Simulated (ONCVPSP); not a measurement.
**Before and after: ONCV potential for Lu (Z = 71)**

ONCVPSP 4.0.1 input, shortened (lines: element, Z, core and valence counts, functional; n l f; lmax; l rc ep ncon nbas qcut; lloc lpopt rc5 dvloc0; l nproj debl; icmod fcfact rcfact), PBE, scalar-relativistic:

```
  Lu 71.00    9    6        4      upf
    1    0    2.00
    2    0    2.00
    2    1    6.00
    3    0    2.00
    3    1    6.00
    3    2   10.00
    4    0    2.00
    4    1    6.00
    4    2   10.00
    4    3   14.00
    5    0    2.00
    5    1    6.00
    5    2    1.00
    6    0    1.75
    6    1    0.25
    3
    0    2.05    0.00    3    7    7.20
    1    2.10    0.00    4    7    5.70
    2    2.40    0.00    4    8    4.50
    3    0.75    0.00    4    8   23.30
    4    1    0.55    0.00
    0    2    2.20
    1    3    1.10
    2    2    3.70
    3    3    3.10
    3    5.25    1.30
```

Change: d: rc 1.86.

Cutoffs: the cutoffs (Ha) at which the residual kinetic energy of the hardest occupied pseudo-wave falls to 1 and 0.1 mHa per electron; they do not see the model core or the augmentation charge, which bear on the density cutoff. Errors are all-electron minus pseudo energies relative to the spin-unpolarised reference configuration.

Task: Predict the effect on cutoff, ghosts and configuration errors.

Result: The potential gets neither clearly harder nor softer (226 Ha and 247 Ha → 226 Ha and 247 Ha); the bound ghosts move from d, p, s to p, s; the errors of the 3 common tests hardly move.

```csv
quantity,base,changed
"cutoff, loose",226 Ha,226 Ha
"cutoff, tight",247 Ha,247 Ha
loose cutoff by channel,"s 15 Ha, p 9.5 Ha, d 8.9 Ha, f 226 Ha","s 15 Ha, p 9.5 Ha, d 11 Ha, f 226 Ha"
bound ghosts,"s, p, d","s, p"
GHOST(+) flags under 300 eV,s at 146.4 eV,"s at 146.4 eV, d at 150.5 eV"
tests with a reliable result,3 of 4,3 of 4
"error for 4f14 5s2 5p6 5d1 6s2 6p0, meV [ΔE -0.83 eV]",+0.2,+0.2
"error for 4f14 5s2 5p6 5d1 6s1 6p0, meV [ΔE 6.53 eV]",-1.7,-1.8
"error for 4f14 5s2 5p6 5d1 6s0 6p0, meV [ΔE 19.81 eV]",-6.3,-6.3
s: phases at 2.08 bohr within 0.05 rad from the reference energy up to (Ha; the scan ends near 5),4.3,4.3
p: phases at 2.14 bohr within 0.05 rad from the reference energy up to (Ha; the scan ends near 5),to the end of the scan,to the end of the scan
f: phases at 0.76 bohr within 0.05 rad from the reference energy up to (Ha; the scan ends near 5),to the end of the scan,to the end of the scan
"rms error of d²Exc/dni dnj with the model core, mHa",1.60,1.60
```

 A true bound ghost makes a file unfit for plane-wave use even where its test errors are small: the radial tests pick states by their node count and pass the ghost by.
